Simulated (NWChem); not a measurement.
Species: GaI2 cation; SMILES [I][Ga+][I]

```xyz
3

Ga     0.0000     0.0000     0.0000
I      0.0000     0.0000     2.3752
I      0.0000     0.0000    -2.3752
```
Atoms are numbered in this order, from 1.

Level: PBE0/def2-SVP with def2 effective core potentials on I (NWChem), optimised geometry, unscaled harmonic frequencies. def2 effective core potentials on I; no spin-orbit coupling.

```json
[
 {"frequency (cm⁻¹)": "70", "IR intensity (km/mol)": "3.4"},
 {"frequency (cm⁻¹)": "70", "IR intensity (km/mol)": "3.4"},
 {"frequency (cm⁻¹)": "178", "IR intensity (km/mol)": "0.0"},
 {"frequency (cm⁻¹)": "394", "IR intensity (km/mol)": "55.2"}
]
```

* **zero-point energy**: 1.0 kcal/mol
* **thermal correction to the enthalpy at 298.15 K (with zero-point energy)**: 4.7 kcal/mol
* **heat capacity Cv**: 12.3 cal/(mol K)
* **entropy at 298.15 K and 1 atm (symmetry number 2)**: 74.8 cal/(mol K)

Rigid rotor and harmonic oscillator; modes under 100 cm⁻¹ make the entropy uncertain.
